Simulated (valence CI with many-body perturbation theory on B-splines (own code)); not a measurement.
**I XLVII: electric-dipole lines**

Level of theory: relativistic CI+MBPT: five valence electrons over a frozen Dirac-Fock core [He], a basis of 11 s, 11 p, 10 d, 8 f, 5 g, 2 h functions for each j, with the one-electron correlation potential Σ1, the two-electron term Σ2, the three-electron term Σ3, Breit, model QED; selected CI, second order for the rest, scaled by the run's own slope (own B-spline code, finite nucleus).

No measured spectrum was set against this ion. As an estimate, large intervals hold to a few tenths of a per cent, small ones and those within an open d or f shell to about a per cent. Among the levels kept, up to 7200 cm⁻¹ of a level comes from second order outside the variational space, and about a tenth of that is noise between levels of different J, which matters for small intervals.

Lines 51 to 100 of 600 in falling wavelength, among levels below 5653.6 eV, chosen from the strongest by gf and those to the six lowest levels. Wavelengths and rates use the calculated energies. Electric multipoles are in the length gauge, E1 and E2 with the static RPA response of the core. Weak lines are less certain than strong ones. Lines between different terms over intervals too small for the method are left out, as are lines whose strength nearly cancels. Where a level lies close to another of its J and parity, the split of strength between their lines is uncertain. The highest levels of a list are the least certain.

Levels are named by their leading jj configuration (3d3/2^4 stands for four electrons in 3d with j = 3/2), which in mixed levels can hold well under half, so a name can repeat and another be missing. Letters in brackets count levels of one name in rising energy.

| λ vac (Å) | Upper | Lower | A (s⁻¹) | S (a.u.) |
| --- | --- | --- | --- | --- |
| 120.0 | (2s 2p1/2 2p3/2^2 3d5/2) J=3/2 [d] | (2s 2p1/2 2p3/2^2 3p3/2) J=1/2 [c] | 1.25e+10 | 4.28e-02 |
| 116.4 | (2s 2p1/2 2p3/2^2 3d5/2) J=3/2 [b] | (2s 2p1/2 2p3/2^2 3p3/2) J=3/2 [b] | 1.05e+10 | 3.28e-02 |
| 113.1 | (2s 2p1/2 2p3/2^2 3d5/2) J=3/2 [c] | (2s 2p1/2 2p3/2^2 3p3/2) J=1/2 [b] | 1.04e+10 | 2.97e-02 |
| 109.6 | (2s 2p1/2 2p3/2^2 3d5/2) J=7/2 [b] | (2s 2p1/2 2p3/2^2 3p3/2) J=7/2 [b] | 7.87e+09 | 4.09e-02 |
| 101.3 | (2s^2 2p3/2^2 3d5/2) J=5/2 [a] | (2s^2 2p3/2^2 3p3/2) J=5/2 | 8.18e+09 | 2.52e-02 |
| 88.92 | (2p1/2^2 2p3/2^2 3p3/2) J=5/2 | (2p1/2^2 2p3/2^2 3s) J=3/2 | 3.26e+10 | 6.78e-02 |
| 88.24 | (2s 2p1/2 2p3/2^2 3p3/2) J=7/2 [b] | (2s 2p1/2 2p3/2^2 3s) J=5/2 [b] | 3.15e+10 | 8.54e-02 |
| 88.16 | (2s 2p1/2 2p3/2^2 3p3/2) J=5/2 [a] | (2s 2p1/2 2p3/2^2 3s) J=3/2 [a] | 1.65e+10 | 3.35e-02 |
| 87.64 | (2s 2p1/2^2 2p3/2 3p3/2) J=3/2 [a] | (2s 2p1/2^2 2p3/2 3s) J=3/2 [a] | 4.32e+10 | 5.74e-02 |
| 87.47 | (2p1/2^2 2p3/2^2 3p3/2) J=1/2 | (2p1/2^2 2p3/2^2 3s) J=3/2 | 6.04e+10 | 3.99e-02 |
| 86.75 | (2s 2p1/2 2p3/2^2 3p3/2) J=1/2 [c] | (2s 2p1/2 2p3/2^2 3s) J=1/2 [c] | 4.40e+10 | 2.84e-02 |
| 85.52 | (2s^2 2p1/2 2p3/2 3p3/2) J=3/2 [a] | (2s^2 2p1/2 2p3/2 3s) J=3/2 [b] | 1.97e+10 | 2.43e-02 |
| 85.02 | (2s 2p1/2 2p3/2^2 3d3/2) J=5/2 [b] | (2s 2p1/2 2p3/2^2 3p1/2) J=5/2 [b] | 2.02e+10 | 3.68e-02 |
| 84.94 | (2s 2p1/2 2p3/2^2 3d3/2) J=7/2 [b] | (2s 2p1/2 2p3/2^2 3p1/2) J=5/2 [b] | 2.11e+10 | 5.09e-02 |
| 84.37 | (2s 2p1/2^2 2p3/2 3p3/2) J=7/2 | (2s^2 2p1/2 2p3/2 3p3/2) J=5/2 [b] | 3.49e+10 | 8.28e-02 |
| 84.00 | (2s 2p1/2 2p3/2^2 3d3/2) J=5/2 [e] | (2s 2p1/2 2p3/2^2 3p1/2) J=3/2 [d] | 1.51e+10 | 2.65e-02 |
| 83.85 | (2s 2p1/2 2p3/2^2 3p3/2) J=3/2 [b] | (2s 2p1/2 2p3/2^2 3s) J=5/2 [b] | 5.36e+10 | 6.23e-02 |
| 83.82 | (2s^2 2p3/2^2 3p3/2) J=5/2 | (2s^2 2p3/2^2 3s) J=3/2 | 2.37e+10 | 4.13e-02 |
| 83.67 | (2s 2p1/2 2p3/2^2 3p3/2) J=3/2 [e] | (2s 2p1/2 2p3/2^2 3s) J=1/2 [c] | 2.54e+10 | 2.94e-02 |
| 83.63 | (2p1/2^2 2p3/2^2 3p3/2) J=5/2 | (2p1/2^2 2p3/2^2 3s) J=5/2 | 3.89e+10 | 6.74e-02 |
| 83.52 | (2s 2p1/2 2p3/2^2 3p3/2) J=5/2 [c] | (2s 2p1/2 2p3/2^2 3s) J=3/2 [b] | 5.73e+10 | 9.89e-02 |
| 83.51 | (2p1/2^2 2p3/2^2 3p3/2) J=7/2 | (2p1/2^2 2p3/2^2 3s) J=5/2 | 8.72e+10 | 2.01e-01 |
| 83.43 | (2s 2p1/2 2p3/2^2 3p3/2) J=1/2 [a] | (2s 2p1/2 2p3/2^2 3s) J=3/2 [a] | 5.79e+10 | 3.32e-02 |
| 82.97 | (2s^2 2p3/2^2 3p3/2) J=1/2 | (2s^2 2p3/2^2 3s) J=3/2 | 5.97e+10 | 3.36e-02 |
| 82.71 | (2s 2p1/2 2p3/2^2 3p3/2) J=7/2 [c] | (2s 2p1/2 2p3/2^2 3s) J=5/2 [c] | 7.54e+10 | 1.68e-01 |
| 82.56 | (2s^2 2p3/2^2 3p3/2) J=7/2 | (2s^2 2p3/2^2 3s) J=5/2 | 4.88e+10 | 1.09e-01 |
| 82.45 | (2s 2p1/2 2p3/2^2 3d3/2) J=3/2 [b] | (2s 2p1/2 2p3/2^2 3p1/2) J=5/2 [b] | 2.41e+10 | 2.66e-02 |
| 81.85 | (2s 2p1/2 2p3/2^2 3p3/2) J=9/2 | (2s 2p1/2 2p3/2^2 3s) J=7/2 | 8.26e+10 | 2.24e-01 |
| 81.26 | (2s 2p1/2 2p3/2^2 3p3/2) J=7/2 [b] | (2s 2p1/2 2p3/2^2 3s) J=7/2 | 2.99e+10 | 6.34e-02 |
| 81.24 | (2s 2p1/2^2 2p3/2 3p3/2) J=5/2 [b] | (2s 2p1/2^2 2p3/2 3s) J=3/2 [b] | 7.77e+10 | 1.23e-01 |
| 81.21 | (2s^2 2p1/2 2p3/2 3p3/2) J=5/2 [a] | (2s^2 2p1/2 2p3/2 3s) J=3/2 [a] | 5.31e+10 | 8.43e-02 |
| 81.11 | (2s 2p1/2^2 2p3/2 3p3/2) J=5/2 [a] | (2s 2p1/2^2 2p3/2 3s) J=3/2 [a] | 4.66e+10 | 7.37e-02 |
| 81.07 | (2s 2p1/2 2p3/2^2 3p3/2) J=1/2 [b] | (2s 2p1/2 2p3/2^2 3s) J=1/2 [b] | 3.82e+10 | 2.01e-02 |
| 81.03 | (2s^2 2p1/2 2p3/2 3p3/2) J=1/2 [a] | (2s^2 2p1/2 2p3/2 3s) J=1/2 | 4.72e+10 | 2.48e-02 |
| 80.79 | (2s^2 2p1/2 2p3/2 3d3/2) J=3/2 [b] | (2s^2 2p1/2 2p3/2 3p1/2) J=3/2 [b] | 1.95e+10 | 2.03e-02 |
| 80.75 | (2s^2 2p3/2^2 3d5/2) J=3/2 | (2s^2 2p3/2^2 3p1/2) J=1/2 | 2.20e+10 | 2.28e-02 |
| 80.52 | (2s^2 2p3/2^2 3p3/2) J=5/2 | (2s^2 2p3/2^2 3s) J=5/2 | 3.72e+10 | 5.74e-02 |
| 80.48 | (2s 2p1/2 2p3/2^2 3d3/2) J=5/2 [a] | (2s 2p1/2 2p3/2^2 3p1/2) J=5/2 [a] | 2.65e+10 | 4.10e-02 |
| 80.21 | (2s 2p1/2^2 2p3/2 3p1/2) J=5/2 | (2s^2 2p1/2 2p3/2 3p1/2) J=3/2 [b] | 1.47e+10 | 2.25e-02 |
| 80.04 | (2s 2p1/2 2p3/2^2 3d5/2) J=5/2 [a] | (2s 2p1/2 2p3/2^2 3p1/2) J=5/2 [b] | 1.26e+10 | 1.92e-02 |
| 80.02 | (2s 2p1/2 2p3/2^2 3p3/2) J=5/2 [d] | (2s 2p1/2 2p3/2^2 3s) J=3/2 [d] | 3.08e+10 | 4.68e-02 |
| 80.02 | (2s 2p1/2^2 2p3/2 3d3/2) J=3/2 [a] | (2s^2 2p1/2 2p3/2 3d3/2) J=3/2 [b] | 1.86e+10 | 1.88e-02 |
| 80.01 | (2s 2p1/2^2 2p3/2 3d3/2) J=7/2 | (2s 2p1/2^2 2p3/2 3p1/2) J=5/2 | 3.81e+10 | 7.70e-02 |
| 79.97 | (2s 2p1/2 2p3/2^2 3p3/2) J=5/2 [d] | (2s 2p1/2 2p3/2^2 3s) J=5/2 [c] | 1.60e+10 | 2.42e-02 |
| 79.74 | (2s 2p1/2 2p3/2^2 3p3/2) J=7/2 [a] | (2s 2p1/2^2 2p3/2 3d3/2) J=5/2 [b] | 9.67e+09 | 1.94e-02 |
| 79.72 | (2s^2 2p1/2 2p3/2 3p3/2) J=3/2 [b] | (2s^2 2p1/2 2p3/2 3s) J=3/2 [b] | 2.49e+10 | 2.49e-02 |
| 79.66 | (2s 2p1/2 2p3/2^2 3d5/2) J=3/2 [a] | (2s 2p1/2 2p3/2^2 3p1/2) J=5/2 [b] | 1.94e+10 | 1.93e-02 |
| 79.62 | (2s^2 2p3/2^2 3d3/2) J=7/2 | (2s^2 2p3/2^2 3p1/2) J=5/2 | 1.31e+10 | 2.62e-02 |
| 79.48 | (2s^2 2p1/2 2p3/2 3p3/2) J=7/2 | (2s^2 2p1/2 2p3/2 3s) J=5/2 | 8.22e+10 | 1.63e-01 |
| 79.43 | (2s 2p1/2 2p3/2^2 3p3/2) J=3/2 [d] | (2s 2p1/2 2p3/2^2 3s) J=1/2 [b] | 3.91e+10 | 3.87e-02 |
